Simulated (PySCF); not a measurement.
**Ionisation energy of Mn by level of theory**

Mn [Ar] 3d5 4s2 (6S) → Mn⁺ [Ar] 3d5 4s1 (7S), as a difference of total energies. All numbers are calculated (PySCF 2.14, no relativity, point nucleus, in dyall-av2z). Correlated levels: valence: [Ar] frozen; virtual orbitals above 40 to 60 times the deepest correlated orbital energy dropped. The calculations carry no spin-orbit coupling.

| method | ionisation energy (eV) |
| --- | --- |
| UHF | 5.975 |
| MP2 (valence) | 6.907 |
| SCS-MP2 (valence) | 7.103 |
| CCSD (valence) | 7.142 |
| CCSD(T) (valence) | 7.210 |

How much does correlation contribute at CCSD(T) (valence)?

7.210 − (5.975) = 1.235 eV, measured against UHF.

These non-relativistic numbers lack the scalar-relativistic shift.

Errors of the correlated levels include the incompleteness of this basis and the frozen core.

For comparison: 7.434 eV (measured; NIST Atomic Spectra Database, ionization energies).
